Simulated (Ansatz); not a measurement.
Start from `CCC1CCCC1` and change one atom or group to get `CCCCCC1CCCC1`.

Ansatz, PBE0-D4/def2-TZVP geometries, multiplicity 1. Each molecule was computed in one conformer, which needn't be the lowest.

```tsv
property	`CCC1CCCC1`
LUMO energy (B3LYP/def2-TZVPP) / eV	0.82
size of the dipole moment (ωB97M-V/def2-TZVPP) / D	0.06
HOMO energy (PBE0/def2-TZVPP) / eV	-8.60
HOMO–LUMO gap (ωB97M-V/def2-TZVPP) / eV	13.48
HOMO–LUMO gap (PBE/def2-TZVPP) / eV	7.58
size of the dipole moment (B3LYP/def2-TZVPP) / D	0.06
```

What does the change do to each property? (Best estimate.)

Computed: 
| property | `CCCCCC1CCCC1` | shift |
| --- | --- | --- |
| LUMO energy (B3LYP/def2-TZVPP) / eV | 0.72 | -0.10 |
| size of the dipole moment (ωB97M-V/def2-TZVPP) / D | 0.08 | 0.02 |
| HOMO energy (PBE0/def2-TZVPP) / eV | -8.38 | 0.22 |
| HOMO–LUMO gap (ωB97M-V/def2-TZVPP) / eV | 13.11 | -0.37 |
| HOMO–LUMO gap (PBE/def2-TZVPP) / eV | 7.29 | -0.29 |
| size of the dipole moment (B3LYP/def2-TZVPP) / D | 0.09 | 0.03 |

With PBE0 the HOMO rises by 0.22 eV and the LUMO falls by 0.12 eV, so the gap narrows by about 0.34 eV. PBE moves the HOMO by 0.19 eV and ωB97M-V by 0.23 eV. Dipoles are sizes alone; their direction can turn.

Positive LUMOs are unbound, so they and the gaps depend on the basis.

B3LYP here is the variant with VWN-RPA as its local correlation; programs differ in this.
